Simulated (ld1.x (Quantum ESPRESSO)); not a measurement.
## PBEsol RRKJ dataset for Tc (Z = 43), scalar-relativistic all-electron reference.

ld1.x (Quantum ESPRESSO) 7.5 input, shortened:

```
&input
   title='Tc', zed=43., rel=1, dft='PBESOL', iswitch=3,
   config='[Kr] 4d5.5 5s1.5 5p0'
 /
 &inputp
   pseudotype=2, tm=.false., rho0=0.001, lloc=-1, rcloc=1.55,
   nlcc=.true., new_core_ps=.true., rcore=1.45
 /
3
5S  1  0   1.50   0.00  2.95  2.95  0.0
5P  2  1   0.00   0.00  3.10  3.10  0.0
4D  3  2   5.50   0.00  1.45  1.45  0.0
 &test
   configts(1)='4d5.5 5s1.5 5p0'
 /
```

Results:

| Quantity | Value |
| --- | --- |
| Cutoffs needed | 45 Ry and 90 Ry (the cutoffs (Ry, on a coarse ladder) from which the occupation-weighted sum of valence levels, in a spherical-Bessel basis at the reference potential, stays within 10 and 1 mRy of its value at 400 Ry) |
| Ghost test | ghost states, extra bound levels that the all-electron valence spectrum of the same l lacks: s at -102.5 eV, p at -29.5 eV; a true bound ghost makes a file unfit for plane-wave use (spherical-Bessel basis up to 400 Ry, 20 bohr box) |
| Largest excitation error | -831 meV (all-electron minus pseudo) for 4d3 5s0 5p0, out of 7 test configurations |

Generation and tests took about 1.9 s on one core of a shared server CPU.
